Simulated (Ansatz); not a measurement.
Program: Ansatz. Geometries: PBE0-D4/def2-TZVP. ΔE: electronic, gas phase. CCSD(T)/CBS is the MP2 limit (def2-TZVPP, def2-QZVPP) plus CCSD(T) − MP2 in def2-TZVPP, frozen cores. This one scheme is used for every species. Functionals use def2-TZVPP. HSE06 is defined as in plane-wave codes. def2 core potentials past Kr. For In outer-core shells are correlated without core-valence functions, which leaves a few kJ/mol of doubt a bond. Each species was taken in one conformer, which may not be the lowest.

Consider the cleavage of the Si–Si bond: `CO[SiH]([SiH3])S` + `[OH][In]([Cl])[O][SiH3]` → `[SiH3][O][In]([Cl])[O][SiH3]` + `CO[SiH2]S`.

Task: Is it downhill or uphill in electronic energy at CCSD(T)/CBS, and by how much? (An estimate is asked.)

Result: Computed: Downhill: ΔE = -92.9 kJ/mol.

Task: What do these levels give: PBE-D4, B97M-V, CAM-B3LYP-D4, HSE06, CAM-B3LYP, SCS-MP2/def2-TZVPP? (An estimate is asked.)

Result: The calculation gave: PBE-D4 -60.4, B97M-V -85.9, CAM-B3LYP-D4 -97.0, HSE06 -75.2, CAM-B3LYP -99.8, SCS-MP2/def2-TZVPP -106.9 kJ/mol.

Largest T1 diagnostic among the species: 0.015.

Leaving LDA and LC-ωPBE aside and taking each functional with its dispersion term where it has one, the values, not all of them listed here, spread over 43.3 kJ/mol, from BHLYP-D4 to revPBE-D4. At CCSD(T), def2-SVP lies −3.4 kJ/mol from the extrapolated value and def2-TZVPP −1.7 kJ/mol. From BLYP to BHLYP (50 % exact exchange), in def2-TZVPP and without D4, ΔE moves by −22.7 kJ/mol.
